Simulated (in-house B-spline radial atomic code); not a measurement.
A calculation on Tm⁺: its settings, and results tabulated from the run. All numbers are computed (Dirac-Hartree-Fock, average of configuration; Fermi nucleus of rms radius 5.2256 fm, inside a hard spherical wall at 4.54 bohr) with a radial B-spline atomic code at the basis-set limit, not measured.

Command:
```bash
python run_scf.py task.json out
```
Settings (nuclear radius in fm, mass in u):
```
Z                69
configuration    [Xe] 4f13 6s1
hamiltonian      dirac
method           hf
spin_polarised   False
nucleus          fermi
rms_radius       5.2256
atomic_mass      168.93422
speed_of_light   137.035999084
wall_radius      4.54
```

Output (hartree, bohr):
```
 radial grid: 61 intervals, B-splines of order 8, outer radius 4.54 bohr

 iter        energy (Eh)    residual
    1      -13573.136567    6.16e-01
    2      -13573.636697    7.67e-02
    3      -13573.863234    4.80e-02
    4      -13573.901649    1.16e-02
    5      -13573.895150    2.07e-02
    6      -13573.906397    2.67e-03
    7      -13573.906619    3.11e-04
    8      -13573.906622    7.74e-05
    9      -13573.906622    6.42e-06
   10      -13573.906622    3.96e-07

 total energy                    -13573.90662
 kinetic                           15025.2954
 electron-nucleus                 -33647.5717
 electron-electron                  5048.3697

 first-order corrections (not in the total)
   Gaunt                            15.0476
   retardation                      -1.5890
   frequency dependence             -0.2327
   self-energy                      10.7379
   Uehling                          -1.8687
   Wichmann-Kroll                    0.0666

 orbital      occ     eigenvalue          <r>       <r^2>       <1/r>       r_max    small
 1s1/2      2.000     -2195.8742     0.020009 0.000548421     79.0657     0.01261  6.69e-02
 2s1/2      2.000      -375.2352     0.084234  0.00844572     19.0703     0.07201  1.50e-02
 2p1/2      2.000      -356.8128    0.0701599  0.00610398      18.999      0.0541  1.50e-02
 2p3/2      4.000      -320.7052    0.0775059  0.00731426     16.4114     0.06038  1.37e-02
 3s1/2      2.000       -86.4660     0.219873   0.0554034     7.00085      0.2031  4.87e-03
 3p1/2      2.000       -78.3780      0.21001    0.051356     6.90288      0.1911  4.80e-03
 3p3/2      4.000       -70.6180     0.223653    0.058049      6.2446       0.204  4.45e-03
 3d3/2      4.000       -57.0152      0.19725    0.045745     6.11311      0.1612  4.31e-03
 3d5/2      6.000       -55.3370     0.201489   0.0476006     5.95286      0.1648  4.21e-03
 4s1/2      2.000       -18.1455     0.498461    0.280537     2.89995      0.4649  1.54e-03
 4p1/2      2.000       -14.8436     0.507941     0.29375     2.78682      0.4675  1.45e-03
 4p3/2      4.000       -13.0773      0.53809    0.329498       2.571      0.4945  1.33e-03
 4d3/2      4.000        -7.6313     0.567401    0.374163      2.3415      0.4977  1.14e-03
 4d5/2      6.000        -7.3016     0.578731    0.389126     2.28523      0.5068  1.10e-03
 5s1/2      2.000        -2.5291      1.25867     1.78749     1.05056       1.108  2.85e-04
 5p1/2      2.000        -1.5369       1.4165      2.2836    0.924064        1.21  2.25e-04
 5p3/2      4.000        -1.3163      1.52591     2.64739    0.846393       1.297  1.93e-04
 4f5/2      5.571        -0.6749     0.762223    0.766448     1.72995      0.4984  6.84e-04
 4f7/2      7.429        -0.6229     0.779269    0.805313     1.69949      0.5045  6.65e-04
 6s1/2      1.000        -0.2221      2.71897     7.99225    0.460997       2.801  7.38e-05
```

Time taken, with all properties: 1.6 s on 1 thread of Arm Neoverse N1 (shared host).

For the Dirac Hamiltonian the kinetic term is c α·p + (β - 1)c².
